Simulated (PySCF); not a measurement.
# [PbH3(H2O)]− at several levels of theory

Computed with PySCF 2.14.0 (density fitting, no spin-orbit coupling) at the geometry relaxed with PBE0:

```xyz
7
[PbH3(H2O)]− (singlet)
Pb    0.1458   -0.1418    0.1418
H     1.3932    0.5437    1.3575
H    -0.4841   -1.3881    1.3881
H     1.3932   -1.3575   -0.5437
O    -2.0256    1.9848   -1.9848
H    -1.6525    2.1363   -1.1051
H    -1.6525    1.1051   -2.1363
```

```
level                                              basis    state  HOMO (eV)  gap (eV)  charge on Pb1 (e)  dipole about the centre of mass (D)  largest force component (eV/Å)
 PBE0     Pb def2-SVP with ECP60, H def2-SVP, O def2-SVP  singlet      -0.89      6.09              -0.32                                 0.60                            0.01
 PBE0  Pb def2-TZVP with ECP60, H def2-TZVP, O def2-TZVP  singlet      -1.18      5.73              -0.31                                 0.71                            0.13
```

Charges are Mulliken's, which hang on the basis. The relaxation used the grid (50, 194), these runs (75, 302) or, all-electron (x2c bases, spin-free X2C Hamiltonian), (99, 590).

A further run in the first row's basis gives HOMO (eV) -2.89, gap (eV) 10.57, charge on Pb1 (e) -0.10, dipole about the centre of mass (D) 0.95, largest force component (eV/Å) 0.98. Which level was it?
A. HF
B. TPSS

A. The others give HOMO -0.09 eV (TPSS).

In the first row's basis the gap widens with exact exchange: 4.7 eV for TPSS (none); 6.1 eV for PBE0 (a fixed share); 10.6 eV for Hartree–Fock (rising or full at long range).
